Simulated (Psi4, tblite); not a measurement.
Interaction energy of C4H4S ··· H3B (SMILES c1ccsc1 and B). Monomers: optimised at B3LYP-D3(BJ) (def2-TZVP), held rigid. Orientation: a higher rigid-body minimum at GFN2-xTB (searched outside a hard wall at short contacts). R is the distance of the centres of mass, along which the second monomer moves. The shortest distances reach bonding range, where SAPT0 and rigid monomers are unreliable.

Geometry at R = 2.91 Å (first 9 atoms: monomer A):
```
13

C     -0.7172    -0.6928     0.0109
C      0.7046    -0.7046    -0.0289
C      1.2394     0.5514    -0.0274
S      0.0156     1.7565     0.0226
C     -1.2292     0.5723     0.0419
H     -1.3292    -1.5830     0.0164
H      1.3008    -1.6050    -0.0574
H      2.2789     0.8333    -0.0528
H     -2.2636     0.8719     0.0747
B     -0.1777     2.3231    -2.3350
H     -1.3270     2.5636    -2.1454
H      0.1488     1.2464    -2.7208
H      0.6451     3.1597    -2.1402
```

Levels: GFN2-xTB (tblite); SAPT0/jun-cc-pVDZ, frozen core (Psi4).

Interaction energies in kJ/mol; the last columns give the difference from SAPT0:

| R / Å | GFN2-xTB | SAPT0/jun-cc-pVDZ | GFN2-xTB − SAPT0/jun-cc-pVDZ |
|---|---|---|---|
| 2.30 | 65.27 | 67.00 | -1.73 |
| 2.48 | 10.80 | 18.97 | -8.17 |
| 2.72 | -16.65 | -8.28 | -8.37 |
| 2.91 | -21.16 | -15.63 | -5.54 |
| 3.13 | -18.84 | -17.23 | -1.61 |
| 3.30 | -15.27 | -16.22 | 0.95 |
| 3.62 | -9.26 | -12.71 | 3.46 |
| 3.92 | -5.93 | -9.42 | 3.50 |
| 4.43 | -3.19 | -5.29 | 2.10 |
| 5.12 | -1.49 | -2.38 | 0.89 |
| 6.08 | -0.47 | -0.90 | 0.43 |
| 7.44 | -0.06 | -0.30 | 0.24 |

GFN2-xTB is furthest from SAPT0/jun-cc-pVDZ at 2.72 (-8.37 kJ/mol, below); its mean absolute difference over the points is 3.08 kJ/mol.
